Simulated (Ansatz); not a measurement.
Consider the ligand exchange at the Al–N bond: `O=C=[N][AlH][F]` + `CN[SiH3]` → `C[N]([SiH3])[AlH][F]` + `N=C=O`.

Gas-phase electronic energies from Ansatz, PBE0-D4/def2-TZVP geometries. CCSD(T)/CBS adds triple-zeta CCSD(T) − MP2 to the extrapolated MP2 energy (def2 sets, frozen cores). This one scheme is used for every species. DFT in def2-TZVPP. B3LYP here is the variant with VWN-RPA as its local correlation; programs differ in this. One conformer a species, not always the lowest.

CCSD(T)/CBS gives +10.9 kcal/mol.

Task: Another level gave +13.1 kcal/mol. Which?
A. B3LYP/def2-TZVPP
B. PBE0-D4/def2-TZVPP
C. PBE-D4/def2-TZVPP
D. HF/def2-TZVPP

Result: A. B3LYP 13.1, PBE0-D4 11.0, PBE-D4 9.5, HF/def2-TZVPP 17.4 kcal/mol.

Largest T1 diagnostic among the species: 0.018.

From PBE to PBE0 (25 % exact exchange), in def2-TZVPP and without D4, ΔE moves by +1.5 kcal/mol. The D4 term adds −1.6 kcal/mol with B3LYP and −0.9 kcal/mol with PBE0; it sums over pairs of atoms, weighted by their polarisabilities, and B3LYP, whose exchange is more repulsive, gets the larger term. In def2-TZVPP, CCSD(T) changes the Hartree–Fock value by −6.6 kcal/mol (the triples alone add −1.1 kcal/mol) and MP2 by −6.4 kcal/mol.
